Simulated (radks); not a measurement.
The numbers below are computed, except where a source is named.
Valence configurations of Zr+ (all share [Kr]). Code: a radial shooting solver on a logarithmic mesh with Libxc functionals. Model: scalar-relativistic Kohn-Sham, r2SCAN, spin-polarised, spherical densities, finite nucleus; open shells are filled with parallel spins first (spin-orbit coupling, left out, can overturn this in heavy ions); meta-GGA in the generalised Kohn-Sham scheme; Fermi nuclear charge, rms radius 4.2694 fm. Energies are relative to 4d2 5s1; eigenvalues in eV for spin up.

| valence | E (eV) | moment (Bohr magnetons) | e(4d) | e(5p) | e(5s) |
|---|---|---|---|---|---|
| 4d2 5s1 | 0.000 | 3 | -10.645 | - | -10.753 |
| 4d2 5p1 | 4.022 | 3 | -11.521 | -7.190 | - |
| 4d1 5s1 5p1 | 4.635 | 3 | -13.404 | -8.168 | -12.564 |
| 4d1 5p2 | 8.960 | 3 | -14.230 | -8.649 | - |
| 4d1 5s2 | 1.996 | 1 | -12.379 | - | -11.322 |
| 4d2 5s0.5 5p0.5 | 2.049 | 3 | -11.091 | -6.918 | -10.923 |
| 4d2.5 5s0.5 | 0.083 | 3 | -9.698 | - | -9.897 |
| 4d1.5 5s1.5 | 1.168 | 2 | -11.542 | - | -11.094 |
| 5s1 5p2 | 10.532 | 3 | - | -9.536 | -14.234 |
| 4d3 | 0.218 | 3 | -8.748 | - | - |

NIST lists [Kr] 4d2 5s1 as the ground configuration; this level of theory agrees among the configurations tried. The energies are those of spherical high-spin densities, not of single terms.
